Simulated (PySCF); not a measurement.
# ORD: `[C@@H]1(CC)[C@H](C=C)OC1`, C₇H₁₂O

Geometry:
```
atom   x (Å)   y (Å)   z (Å)
  C1   2.574  -0.631  -1.258
  C2   1.911  -0.623  -0.117
  C3   1.253   0.588   0.455
  O4   1.087   0.526   1.879
  C5  -0.337   0.580   1.788
  C6  -0.283   0.705   0.261
  C7  -0.978  -0.378  -0.549
  C8  -2.489  -0.172  -0.570
  H9   3.023  -1.528  -1.649
 H10   2.692   0.262  -1.850
 H11   1.804  -1.521   0.476
 H12   1.801   1.493   0.163
 H13  -0.799  -0.340   2.161
 H14  -0.744   1.438   2.330
 H15  -0.582   1.690  -0.101
 H16  -0.749  -1.357  -0.124
 H17  -0.589  -0.359  -1.569
 H18  -2.891  -0.175   0.440
 H19  -2.741   0.779  -1.035
 H20  -2.970  -0.967  -1.136
```

Level of theory: TDDFT wB97X-D/def2-SVPD circular dichroism and optical rotation, one conformer, gas phase (PySCF 2.14.0). Geometry: GFN2-xTB.

The molecule is flexible and this is one conformer; a measurement averages over conformers. States above about 9.1 eV (minus the energy of the highest occupied orbital) lie near or above the ionisation threshold and depend on the basis.

Stereocentres: C3 S, C6 S.

(1) What is the specific rotation at 633, 589.3, 546, 436, 405, 365, 355 nm?

(2) And for the mirror image at 589.3 nm?

(3) What is the molar rotation [Φ] = [α]·M/100 of the geometry above at 589.3 nm?

## Answers

(1) [α] in deg dm⁻¹ (g/mL)⁻¹:
| λ (nm) | origin-invariant length gauge | modified velocity gauge | length gauge (centre of mass) | isotropic polarisability (au) |
| --- | --- | --- | --- | --- |
| 633 | +281.9 | +295.8 | +282.1 | 87.0 |
| 589.3 | +331.8 | +348.0 | +332.0 | 87.3 |
| 546 | +396.2 | +415.3 | +396.5 | 87.7 |
| 436 | +688.7 | +719.9 | +689.1 | 89.3 |
| 405 | +836.4 | +873.3 | +837.0 | 90.0 |
| 365 | +1117.4 | +1164.3 | +1118.0 | 91.3 |
| 355 | +1211.8 | +1261.9 | +1212.5 | 91.7 |

(2) -331.8 deg dm⁻¹ (g/mL)⁻¹ (origin-invariant length gauge): the same size and the opposite sign.

(3) With M = 112.17 g/mol, +372.2 deg cm² dmol⁻¹ (origin-invariant length gauge).

The first excitation lies at 6.50 eV (191 nm) with R = -4.4 × 10⁻⁴⁰ esu² cm² (velocity form).
